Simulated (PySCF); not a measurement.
ZnHBr, SMILES [ZnH][Br]. Atoms are numbered in the order given.

```xyz
3

Zn     0.0000     0.0000    -1.1744
H      0.0000     0.0000    -2.6982
Br     0.0000     0.0000     1.0837
```
Charge 0, spin multiplicity 1.

The structure is a stationary point at B3LYP-D3(BJ)/def2-TZVP.

These are CAM-B3LYP/def2-TZVPD (PySCF) values and carry that method's errors.

The molecule is in vacuum.

```
Property                                                                                                        Value
---------------------------------------------------------------------------------------------  ----------------------
total energy                                                                                      -4354.43859 hartree
point group                                                                                                       C∞v
highest occupied level                                                                                       -9.68 eV
lowest empty level                                                                                           -0.12 eV
orbital gap                                                                                                   9.57 eV
dipole moment                                                                                               0.358 e·Å
quadrupole, principal values (traceless, Buckingham form, about the centre of nuclear charge)   -3.79, 1.90, 1.90 D·Å
mean static polarisability                                                                       47.9 bohr³ (7.10 Å³)
polarisability, principal values                                                               39.8, 39.8, 64.0 bohr³
```
